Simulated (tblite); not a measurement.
Compound: C3H9NP2Si.
Numbering: `[N:1]#[C:2][CH2:3][P:4]([SiH3:5])[CH2:6][PH2:7]` (hydrogens: H8, H9 on C3; H10, H11, H12 on Si5; H13, H14 on C6; H15, H16 on P7)

Computed with GFN2-xTB (tblite), gas phase: Langevin dynamics at 600 K from the optimised GFN2-xTB geometry, time step 0.5 fs, friction 0.01 fs⁻¹, 2000 steps. Over the second half of the run the saved frames average 608 K.

The optimised geometry, where the run starts:
```
atom  x, y, z in Å
N1     -0.421    1.916   -2.036
C2     -0.337    1.829   -0.897
C3     -0.235    1.648    0.516
P4     -0.381   -0.163    0.995
Si5    -2.141   -0.794   -0.258
C6      0.989   -0.843   -0.069
P7      2.609   -0.274    0.660
H8     -1.033    2.195    1.028
H9      0.736    2.011    0.871
H10    -2.434   -2.157    0.184
H11    -3.234    0.115    0.085
H12    -1.884   -0.778   -1.696
H13     0.906   -0.481   -1.098
H14     0.925   -1.934   -0.063
H15     2.528   -1.085    1.789
H16     3.400   -1.195   -0.023
```

t = 225 fs, T = 632 K, E(pot) 0.921 eV above the start
```
atom  x, y, z in Å  |  force x, y, z in eV/Å
N1     -0.518    1.813   -1.163   -0.153   0.679  -1.467
C2     -0.578    1.561   -0.060    0.702  -1.229   2.997
C3     -0.527    0.931    1.286    1.953   1.240  -1.093
P4     -0.670   -0.868    1.063   -0.813  -0.972  -0.053
Si5    -2.708   -0.821   -0.015   -0.052  -2.147   0.456
C6      0.499   -1.022   -0.347    0.098  -0.982  -0.034
P7      2.085   -0.499    0.419   -0.034   0.656   1.275
H8     -1.336    1.272    1.849   -1.383   0.665   1.109
H9      0.440    1.123    1.902   -1.214   0.075  -1.230
H10    -2.432   -0.786   -1.410    0.104   0.242  -0.883
H11    -3.624   -2.141    0.086    0.987   1.405   0.236
H12    -3.199    0.379    0.569   -0.729   0.629   0.227
H13     0.214   -0.642   -1.309   -0.124   0.809  -0.287
H14     0.643   -2.078   -0.507   -0.161  -0.840  -0.193
H15     2.442   -1.786    0.781    0.173  -0.069   0.034
H16     2.870   -0.485   -0.665    0.646  -0.162  -1.095
```

t = 325 fs, T = 799 K, E(pot) 1.055 eV above the start
```
atom  x, y, z in Å  |  force x, y, z in eV/Å
N1     -0.569    2.168   -0.606    0.142   1.583  -2.922
C2     -0.736    1.716    0.405    0.183  -3.312   5.144
C3     -0.679    0.812    1.644   -2.235   1.565  -0.794
P4     -1.153   -0.947    1.197   -1.835   0.716   1.612
Si5    -3.215   -0.497    0.302   -1.163  -0.252   1.399
C6     -0.054   -1.284   -0.167   -0.205  -1.202  -2.121
P7      1.661   -0.787    0.209    1.708  -0.058  -0.403
H8     -1.383    1.157    2.536    1.400  -0.454  -1.790
H9      0.335    0.675    1.947    0.768   0.568   0.434
H10    -3.826    0.844    0.538    0.569  -0.263  -0.097
H11    -3.144   -0.792   -1.080    0.045  -0.161  -1.059
H12    -4.351   -1.368    0.929    1.180   0.443  -0.401
H13    -0.338   -0.920   -1.164   -0.124   0.707   0.137
H14    -0.175   -2.366   -0.336    0.405  -0.228   0.245
H15     2.309   -2.040    0.304   -0.475   0.159   0.227
H16     2.137   -0.743   -1.129   -0.366   0.189   0.388
```

t = 500 fs, T = 624 K, E(pot) 0.829 eV above the start
```
atom  x, y, z in Å  |  force x, y, z in eV/Å
N1     -1.026    1.968   -0.802    0.642  -1.136   4.024
C2     -0.927    1.632    0.326   -1.237   0.753  -2.247
C3     -1.082    1.059    1.681   -0.699   1.115  -1.098
P4     -1.376   -0.734    1.619   -0.762  -1.580   0.440
Si5    -3.541   -0.850    0.883    0.410  -0.516  -0.856
C6     -0.463   -1.261    0.115    0.900  -0.222  -0.392
P7      1.470   -1.222    0.339   -0.779  -1.571  -0.907
H8     -1.988    1.414    2.256    0.902   0.286  -0.723
H9     -0.211    1.143    2.297    0.738   0.640   0.244
H10    -4.526   -1.026    2.000    0.540   0.200  -0.471
H11    -3.838    0.354   -0.018    0.054  -0.888   0.598
H12    -3.354   -2.212    0.140   -0.473   1.107   0.452
H13    -0.631   -0.560   -0.695   -0.315   0.039  -0.324
H14    -0.805   -2.279   -0.156    0.259   0.478   0.074
H15     1.496   -2.629    0.601    0.189   0.721   0.297
H16     1.789   -1.587   -1.046   -0.371   0.575   0.887
```

t = 700 fs, T = 598 K, E(pot) 1.162 eV above the start
```
atom  x, y, z in Å  |  force x, y, z in eV/Å
N1     -0.354    2.461   -0.244    0.258   0.056   0.266
C2     -0.459    1.833    0.708   -1.327  -1.599   1.235
C3     -0.769    0.865    1.791    2.146   0.009   0.729
P4     -0.976   -0.973    1.331   -0.033   1.246  -1.202
Si5    -2.896   -0.568    0.107    0.772   0.903   1.867
C6      0.273   -1.050   -0.081   -1.937   0.290  -0.908
P7      1.913   -1.350    0.752   -0.923  -2.581  -2.303
H8     -1.655    0.946    2.412   -0.335   1.021  -0.311
H9      0.094    0.893    2.578   -0.944   0.075  -1.285
H10    -3.662   -0.126    1.289   -0.301  -0.352  -0.115
H11    -3.030    0.574   -0.741    0.239   0.538  -0.590
H12    -3.183   -1.726   -0.615   -0.455  -1.351  -0.675
H13     0.181   -0.128   -0.728    0.310  -0.729   0.726
H14    -0.191   -1.900   -0.709    1.293   0.795   0.668
H15     1.290   -2.639    1.048    0.938   0.750   0.559
H16     2.341   -2.034   -0.524    0.299   0.929   1.337
```

t = 875 fs, T = 607 K, E(pot) 0.944 eV above the start
```
atom  x, y, z in Å  |  force x, y, z in eV/Å
N1      0.242    2.470    0.314   -0.183  -0.897   0.853
C2     -0.053    1.711    1.131   -0.295   0.651  -0.667
C3     -0.535    0.794    2.130    1.229  -0.412   0.065
P4     -1.179   -0.854    1.526   -0.748   0.255   1.516
Si5    -2.929   -0.130    0.356    0.859   0.591  -2.531
C6      0.148   -1.425    0.377   -0.117   1.275   0.025
P7      1.872   -0.864    1.012   -1.002   0.952  -0.485
H8     -1.248    1.243    2.810   -0.249   0.181  -0.015
H9      0.339    0.444    2.726   -0.132   0.504   0.022
H10    -3.883    0.775    0.962   -0.190  -0.344   0.509
H11    -2.543    0.843   -0.881   -0.157  -0.991   1.077
H12    -3.171   -1.444   -0.315   -0.461   0.445   0.274
H13    -0.176   -0.919   -0.564    0.993  -0.620   0.110
H14     0.027   -2.496    0.382    0.235  -0.401  -0.451
H15     1.944   -1.554    2.191   -0.511  -0.182   0.740
H16     2.526   -1.907    0.504    0.728  -1.006  -1.041
```

t = 925 fs, T = 679 K, E(pot) 1.201 eV above the start
```
atom  x, y, z in Å  |  force x, y, z in eV/Å
N1      0.678    2.314    0.473    0.042   0.510  -0.722
C2      0.052    1.617    1.124    0.033  -0.060   0.907
C3     -0.549    0.778    2.100   -0.363  -1.033  -0.227
P4     -1.121   -0.887    1.403   -1.009   0.581  -1.849
Si5    -3.033   -0.124    0.097    1.334   1.953  -0.296
C6      0.190   -1.015    0.051    1.342  -0.287   0.679
P7      1.955   -0.518    0.896   -0.367  -0.339  -2.462
H8     -1.399    1.235    2.600    0.165   0.123   0.233
H9      0.202    0.323    2.764    0.074   0.997   0.386
H10    -3.827    0.966    0.859    0.631  -0.936  -0.412
H11    -2.641    0.611   -1.306   -0.233  -0.768   1.502
H12    -3.777   -1.275   -0.265   -0.500  -0.757  -0.066
H13     0.186   -0.299   -0.778   -0.578  -0.072   0.203
H14     0.146   -2.054   -0.358    0.328   0.716   0.388
H15     1.760   -1.176    2.017   -0.429  -1.042   1.863
H16     2.762   -1.619    0.469   -0.470   0.414  -0.126
```

t = 1000 fs
```
atom  x, y, z in Å
N1      0.708    2.449    0.554
C2     -0.180    2.119    1.222
C3     -1.152    1.309    1.983
P4     -1.026   -0.456    1.294
Si5    -2.891   -0.342   -0.077
C6      0.260   -0.427    0.038
P7      1.994   -0.362    0.703
H8     -2.220    1.779    1.954
H9     -0.893    1.335    3.008
H10    -4.224    0.170    0.710
H11    -2.679    0.501   -1.352
H12    -2.915   -1.661   -0.547
H13     0.108    0.280   -0.750
H14     0.214   -1.423   -0.456
H15     2.329   -1.583    0.979
H16     2.614   -0.350   -0.570
```

Q: Estimate the potential energy and the forces of this last frame.

A: 1.145 eV above the start.

```csv
atom,Fx (eV/Å),Fy (eV/Å),Fz (eV/Å)
N1,-1.456,-0.048,1.026
C2,0.490,-0.755,-0.302
C3,-0.578,1.891,-1.705
P4,-1.995,0.138,0.854
Si5,-0.299,2.068,0.491
C6,0.690,-1.690,-0.870
P7,0.340,3.840,-0.374
H8,1.556,-0.895,-0.357
H9,0.543,-0.165,1.127
H10,1.564,-0.580,-0.817
H11,-0.168,-0.346,0.964
H12,-0.317,-1.432,-0.405
H13,0.110,0.801,-0.339
H14,-0.320,0.106,0.102
H15,0.094,-2.728,0.145
H16,-0.254,-0.203,0.459
```

The bond farthest from its length at the start is Si5–H10 (1.631 against 1.463 Å), and half the difference of its two atoms' forces along it is -1.49 eV/Å (positive lengthens). The largest atomic force is 3.87 eV/Å.

The cost below is that of the whole dynamics run. On one thread of an Intel Xeon 6975P-C, shared host with 48 logical CPUs at a one-minute load of 15, this took 14 s wall and 0.18 GiB of memory at its peak.
